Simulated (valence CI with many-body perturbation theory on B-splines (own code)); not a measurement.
Se XIV: one-electron terms

Method: relativistic CI+MBPT: three valence electrons over a frozen Dirac-Fock core [Ar], radial functions for each j: 9 s, 9 p, 10 d, 8 f, 5 g, 3 h, 1 i, with the one-electron correlation potential Σ1, the two-electron term Σ2, the three-electron term Σ3, Breit, model QED; selected CI, second order for the rest (own B-spline code, finite nucleus).

No measured levels were compared; by estimate terms of the open shell hold to 2 to 4 % of their energy, and close levels can change places. Core correlation moves these levels by up to 4200 cm⁻¹, and in measured spectra 5 to 20 % of such shifts remained as error; rates that hang on mixing are uncertain with them. Only levels of the ground parity were solved; by the run's estimate the other parity begins above the list, which can be wrong where configurations are misplaced.

These are the spectroscopic orbitals of the CI (the correlating ones are not listed), shaped by the core and the other valence electrons. h is the expectation value of the core's Dirac-Fock operator, without the valence repulsion; Σ1 is computed up to l = 3 at one energy for each symmetry, that of its lowest orbital but kept below the first core excitation, so for empty shells it is not the orbital's own correlation shift; Breit and QED include the response of the core.

| Orbital | h (hartree) | Σ1 (cm⁻¹) | Breit (cm⁻¹) | QED (cm⁻¹) | ⟨r⟩ (bohr) |
| --- | --- | --- | --- | --- | --- |
| 4s1/2 | -11.485 | -7011 | 492 | 356 | 1.131 |
| 5s1/2 | -6.7328 | -2404 | 224 | 163 | 1.929 |
| 6s1/2 | -4.4329 | -1147 | 119 | 86.8 | 2.945 |
| 4p1/2 | -10.668 | -7279 | 754 | -36.1 | 1.166 |
| 5p1/2 | -6.3522 | -2618 | 357 | -16.7 | 1.994 |
| 6p1/2 | -4.2254 | -1278 | 195 | -9.0 | 3.042 |
| 4p3/2 | -10.58 | -7131 | 468 | -4.7 | 1.176 |
| 5p3/2 | -6.3118 | -2588 | 222 | -2.0 | 2.008 |
| 6p3/2 | -4.2035 | -1268 | 124 | -1.1 | 3.058 |
| 3d3/2 | -18.921 | -21394 | 740 | -156 | 0.4948 |
| 4d3/2 | -9.3158 | -6648 | 232 | -32.8 | 1.214 |
| 5d3/2 | -5.7331 | -2707 | 116 | -15.3 | 2.106 |
| 3d5/2 | -18.867 | -21155 | 96.2 | -121 | 0.4968 |
| 4d5/2 | -9.3001 | -6604 | 68.6 | -24.0 | 1.217 |
| 5d5/2 | -5.7256 | -2689 | 35.5 | -11.1 | 2.109 |
| 4f5/2 | -8.2163 | -9277 | -22.5 | -11.3 | 1.192 |
| 5f5/2 | -5.2446 | -4322 | -12.6 | -6.5 | 2.131 |
| 4f7/2 | -8.2137 | -9079 | -56.7 | -9.2 | 1.192 |
| 5f7/2 | -5.2429 | -4217 | -31.4 | -5.3 | 2.131 |
| 5g7/2 | -5.0551 |  | -1.1 | -0.7 | 1.953 |
| 5g9/2 | -5.0545 |  | -2.7 | -0.2 | 1.953 |

Among the shells of the start configuration 3d3, Σ1 is largest in size for 3d3/2, where it is 0.52 % of h.

Lowest root of each symmetry, sizes in configuration state functions:

```tsv
J	Parity	Roots	Reference	Variational	Second order	Change by selected CI (cm⁻¹)	Change by second order (cm⁻¹)
1/2	even	2	43	3366	1923	-4681	-1
3/2	even	5	71	6445	13651	-3281	-1
5/2	even	5	79	7785	14315	-3232	-1
7/2	even	3	66	7562	7403	-3220	-1
9/2	even	3	49	6752	1907	-3260	-1
11/2	even	1	25	4714	2154	-5246	-2
```
